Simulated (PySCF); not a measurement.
C4H5FO, SMILES C1=C(CCO1)F. Atoms are numbered in the order given.

```xyz
11

F      0.0126    -2.1157     0.0000
C     -0.0369    -0.7748     0.0000
C     -1.1403    -0.0006     0.0000
O     -0.8704     1.3410     0.0000
C      0.5785     1.4876     0.0000
C      1.2073     0.0696     0.0000
H     -2.1998    -0.2842     0.0000
H      0.8575     2.0766     0.8978
H      0.8575     2.0766    -0.8978
H      1.8416    -0.1230     0.8931
H      1.8416    -0.1230    -0.8931
```

Coordinates come from a PBE-D3(BJ)/def2-SVP optimisation. A frequency run showed that this geometry is not a minimum. One conformer was computed; it need not be the lowest.

Computed with PySCF with PBE-D3(BJ)/def2-SVP.

Harmonic, unscaled wavenumbers; measured fundamentals usually lie a few per cent lower.

```json
[
 {"mode": "1", "ν (cm⁻¹)": "100i", "IR (km/mol)": "0.4", "Raman (Å⁴/amu)": "0.4", "depolarisation": "0.75", "moving atoms (share of kinetic energy)": "H 50 %, C 34 %, O 12 %"},
 {"mode": "2", "ν (cm⁻¹)": "299", "IR (km/mol)": "0.4", "Raman (Å⁴/amu)": "0.1", "depolarisation": "0.75", "moving atoms (share of kinetic energy)": "C 55 %, F 24 %, O 16 %"},
 {"mode": "3", "ν (cm⁻¹)": "379", "IR (km/mol)": "6.3", "Raman (Å⁴/amu)": "1.4", "depolarisation": "0.75", "moving atoms (share of kinetic energy)": "C 43 %, F 41 %, H 12 %"},
 {"mode": "4", "ν (cm⁻¹)": "404", "IR (km/mol)": "13.6", "Raman (Å⁴/amu)": "5.3", "depolarisation": "0.75", "moving atoms (share of kinetic energy)": "C 55 %, H 34 %, O 12 %"},
 {"mode": "5", "ν (cm⁻¹)": "584", "IR (km/mol)": "5.0", "Raman (Å⁴/amu)": "5.3", "depolarisation": "0.61", "moving atoms (share of kinetic energy)": "F 44 %, C 41 %"},
 {"mode": "6", "ν (cm⁻¹)": "725", "IR (km/mol)": "4.3", "Raman (Å⁴/amu)": "3.7", "depolarisation": "0.34", "moving atoms (share of kinetic energy)": "O 56 %, C 32 %, F 8 %"},
 {"mode": "7", "ν (cm⁻¹)": "803", "IR (km/mol)": "10.3", "Raman (Å⁴/amu)": "1.5", "depolarisation": "0.75", "moving atoms (share of kinetic energy)": "H 75 %, C 23 %"},
 {"mode": "8", "ν (cm⁻¹)": "811", "IR (km/mol)": "13.8", "Raman (Å⁴/amu)": "2.2", "depolarisation": "0.75", "moving atoms (share of kinetic energy)": "H 81 %, C 19 %"},
 {"mode": "9", "ν (cm⁻¹)": "891", "IR (km/mol)": "16.8", "Raman (Å⁴/amu)": "9.1", "depolarisation": "0.15", "moving atoms (share of kinetic energy)": "C 78 %, O 11 %"},
 {"mode": "10", "ν (cm⁻¹)": "920", "IR (km/mol)": "28.4", "Raman (Å⁴/amu)": "1.1", "depolarisation": "0.71", "moving atoms (share of kinetic energy)": "C 58 %, H 33 %"},
 {"mode": "11", "ν (cm⁻¹)": "974", "IR (km/mol)": "13.9", "Raman (Å⁴/amu)": "9.0", "depolarisation": "0.41", "moving atoms (share of kinetic energy)": "C 63 %, H 33 %"},
 {"mode": "12", "ν (cm⁻¹)": "1029", "IR (km/mol)": "0.0", "Raman (Å⁴/amu)": "1.8", "depolarisation": "0.75", "moving atoms (share of kinetic energy)": "H 60 %, C 39 %"},
 {"mode": "13", "ν (cm⁻¹)": "1128", "IR (km/mol)": "98.2", "Raman (Å⁴/amu)": "2.6", "depolarisation": "0.46", "moving atoms (share of kinetic energy)": "C 42 %, O 33 %, H 25 %"},
 {"mode": "14", "ν (cm⁻¹)": "1146", "IR (km/mol)": "2.2", "Raman (Å⁴/amu)": "6.2", "depolarisation": "0.75", "moving atoms (share of kinetic energy)": "H 81 %, C 17 %"},
 {"mode": "15", "ν (cm⁻¹)": "1198", "IR (km/mol)": "0.0", "Raman (Å⁴/amu)": "7.8", "depolarisation": "0.75", "moving atoms (share of kinetic energy)": "H 95 %"},
 {"mode": "16", "ν (cm⁻¹)": "1205", "IR (km/mol)": "24.8", "Raman (Å⁴/amu)": "4.5", "depolarisation": "0.47", "moving atoms (share of kinetic energy)": "H 52 %, C 38 %, F 9 %"},
 {"mode": "17", "ν (cm⁻¹)": "1220", "IR (km/mol)": "15.4", "Raman (Å⁴/amu)": "4.8", "depolarisation": "0.70", "moving atoms (share of kinetic energy)": "H 73 %, C 23 %"},
 {"mode": "18", "ν (cm⁻¹)": "1321", "IR (km/mol)": "172.8", "Raman (Å⁴/amu)": "2.9", "depolarisation": "0.38", "moving atoms (share of kinetic energy)": "C 70 %, H 16 %, F 9 %"},
 {"mode": "19", "ν (cm⁻¹)": "1354", "IR (km/mol)": "1.2", "Raman (Å⁴/amu)": "3.6", "depolarisation": "0.39", "moving atoms (share of kinetic energy)": "H 51 %, C 41 %"},
 {"mode": "20", "ν (cm⁻¹)": "1418", "IR (km/mol)": "0.7", "Raman (Å⁴/amu)": "32.8", "depolarisation": "0.62", "moving atoms (share of kinetic energy)": "H 91 %, C 9 %"},
 {"mode": "21", "ν (cm⁻¹)": "1443", "IR (km/mol)": "3.2", "Raman (Å⁴/amu)": "14.6", "depolarisation": "0.44", "moving atoms (share of kinetic energy)": "H 91 %, C 9 %"},
 {"mode": "22", "ν (cm⁻¹)": "1716", "IR (km/mol)": "5.9", "Raman (Å⁴/amu)": "18.9", "depolarisation": "0.13", "moving atoms (share of kinetic energy)": "C 92 %"},
 {"mode": "23", "ν (cm⁻¹)": "2956", "IR (km/mol)": "37.7", "Raman (Å⁴/amu)": "158.3", "depolarisation": "0.17", "moving atoms (share of kinetic energy)": "H 95 %"},
 {"mode": "24", "ν (cm⁻¹)": "2988", "IR (km/mol)": "40.3", "Raman (Å⁴/amu)": "159.6", "depolarisation": "0.06", "moving atoms (share of kinetic energy)": "H 95 %"},
 {"mode": "25", "ν (cm⁻¹)": "2992", "IR (km/mol)": "7.0", "Raman (Å⁴/amu)": "120.9", "depolarisation": "0.75", "moving atoms (share of kinetic energy)": "H 90 %, C 10 %"},
 {"mode": "26", "ν (cm⁻¹)": "3039", "IR (km/mol)": "25.0", "Raman (Å⁴/amu)": "92.8", "depolarisation": "0.75", "moving atoms (share of kinetic energy)": "H 90 %, C 10 %"},
 {"mode": "27", "ν (cm⁻¹)": "3189", "IR (km/mol)": "3.3", "Raman (Å⁴/amu)": "120.4", "depolarisation": "0.29", "moving atoms (share of kinetic energy)": "H 91 %, C 9 %"}
]
```
